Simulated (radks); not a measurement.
Question: Tb+, configuration [Xe] 4f9 5d1 (not the ground configuration). All-electron calculation, scalar-relativistic Kohn-Sham, PBE, spin-unpolarised, spherical densities, finite nucleus; Fermi nuclear charge, rms radius 5.06 fm. Program: a radial shooting solver on a logarithmic mesh with Libxc functionals. Some entries of the table are withheld. Estimate them.

orbital  occ.  eigenvalue (eV)  <1/r> (bohr^-1)
1s          2        -51856.64              (1)
2s          2        -8600.401            16.97
2p          6        -7643.410              (2)
3s          2        -1911.217            6.237
3p          6        -1616.008              (3)
3d         10        -1231.217            5.555
4s          2        -382.2907            2.627
4p          6        -285.0890            2.412
4d         10        -151.6269            2.124
5s          2         -52.1250           0.9958
5p          6         -29.5733           0.8265
4f          9          -7.7238            1.504
5d          1          -5.8798           0.4431

Answer: 
(1) 1s <1/r> (bohr^-1): 73.09
(2) 2p <1/r> (bohr^-1): 15.81
(3) 3p <1/r> (bohr^-1): 5.855
